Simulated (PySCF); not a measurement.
# From computed data to an observable: oscillator strength and radiative lifetime

Se(Et)(SeH) (C₂H₆Se₂), SMILES CC[Se][SeH].

Coordinates come from a B3LYP-D3(BJ)/def2-SVP optimisation. One conformer was computed; it need not be the lowest.

TDA-PBE/def2-SVPD in PySCF puts the first singlet state with f over 0.02 at 5.67 eV (vertical), with the transition dipole (-0.372, 0.065, -0.117) in atomic units.

Task: Find the oscillator strength, the wavelength and the radiative lifetime that this transition would have in vacuum if emission retraced absorption.

Result: 
|μ|² = 0.1563 au, so |μ| = 1.00 D. ΔE = 5.67/27.211 = 0.2084 hartree. f = (2/3) ΔE |μ|² = 0.022 (the program prints 0.022).
λ = 1239.84/5.67 = 219 nm; ν = 45732 cm⁻¹.
Einstein's coefficient A = 0.6670 ν² f s⁻¹ (ν in cm⁻¹) = 3.0e7 s⁻¹, so τ = 1/A = 33 ns. This state is S7; the lower singlets have f = 0.004, 0.006, 0.008, 0.013, 0.004, 0.009. The figure is the radiative limit of this one transition; relaxation, internal conversion, crossing to triplets and a medium change what is measured.
